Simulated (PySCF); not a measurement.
Species: C4H10N2Si.
Structure used (PBE0-D3(BJ)/def2-SVP), in Å, numbered top down from 1:
```
atom  x, y, z in Å
C1     2.334   -0.344    0.419
C2     1.449   -0.202   -0.583
N3     0.080   -0.104   -0.478
C4    -0.560   -0.159    0.824
C5    -2.019    0.257    0.632
N6    -2.426   -0.242   -0.670
Si7   -1.094   -0.267   -1.773
H8     2.034   -0.420    1.466
H9     3.400   -0.386    0.194
H10    1.820   -0.145   -1.614
H11   -0.052    0.524    1.526
H12   -0.491   -1.178    1.252
H13   -2.101    1.361    0.711
H14   -2.639   -0.172    1.437
H15   -3.395   -0.098   -0.923
H16   -0.997   -1.536   -2.559
H17   -0.977    0.859   -2.757
```

Probes without a nucleus sit at each ring's centroid and 1 Å off its mean plane on both sides; NICS is minus the shielding there, NICSzz its component along the normal. Level: GIAO PBE0/pcSseg-1 (PySCF, non-relativistic, gas phase) on the PBE0-D3(BJ)/def2-SVP geometry, one conformer.

Ring bond lengths (Å), with Mayer bond orders in brackets: N3–C4 1.452 (0.92), C4–C5 1.530 (1.04), C5–N6 1.453 (0.95), N6–Si7 1.729 (1.00), Si7–N3 1.755 (0.88).

What do the NICS probes read (ppm)?

```csv
ring,type,NICS(0),"NICS(1), two faces","NICS(1)zz, two faces",rms pucker (Å),"centre to ring atoms, mean (Å)"
N3–C4–C5–N6–Si7,5-membered ring with 2 N and Si; formal bonds all single,-7.0,-2.4 / -2.7,-2.3 / -2.0,0.14,1.33
```

What do they say, and how far can they be read as aromaticity?

- N3–C4–C5–N6–Si7: mean NICS(1)zz -2.1 ppm, near zero. C4, C5, Si7 have four or more neighbours, so the value isn't read as a sign of a π ring current.

At the first NICS(1) probe listed for ring N3–C4–C5–N6–Si7, 1 Å off the ring, what do the in-plane components average?

The isotropic value is a third of the trace: (3 × -2.4 − (-2.3))/2 = -2.4 ppm.

List the ring angles and the Hirshfeld charges of the ring atoms.

- N3–C4–C5–N6–Si7: N3 111.3° (-0.147 e), C4 107.3° (-0.019 e), C5 106.6° (-0.022 e), N6 111.1° (-0.251 e), Si7 92.5° (+0.405 e); sum 528.9° against 540° for a flat convex ring.

How shielded are the nuclei of the rings and their hydrogens (means over atoms taken as equivalent)?

| atoms | environment | σ isotropic (ppm) | principal values of the symmetric part, first atom (ppm) |
| --- | --- | --- | --- |
| N3 | silicon-bound nitrogen | 180.3 | 119.3, 180.7, 240.9 |
| C4 | sp3 carbon bound to nitrogen | 138.1 | 125.6, 131.2, 157.4 |
| C5 | sp3 carbon bound to nitrogen | 138.0 | 119.0, 133.0, 162.1 |
| N6 | silicon-bound nitrogen | 245.9 | 191.9, 238.6, 307.1 |
| Si7 | SiH2 silicon | 375.7 | 338.0, 359.1, 429.9 |
| H11 (×2) | methylene hydrogen | 28.32 | 24.1, 27.6, 33.4 |
| H13 (×2) | methylene hydrogen | 27.95 | 22.6, 26.6, 34.7 |
| H15 | N–H hydrogen | 31.35 | 22.2, 27.9, 44.0 |
| H16 (×2) | Si–H hydrogen | 26.03 | 23.0, 23.5, 31.8 |

How do the values depend on the level or the medium?

```
                 level  NICS(0), N3–C4–C5–N6–Si7  mean NICS(1)zz, N3–C4–C5–N6–Si7
    PBE0/pcSseg-1, gas                      -7.0                             -2.1
mPW1PW91/pcSseg-1, gas                      -7.0                             -2.1
```

The geometry is the same throughout.
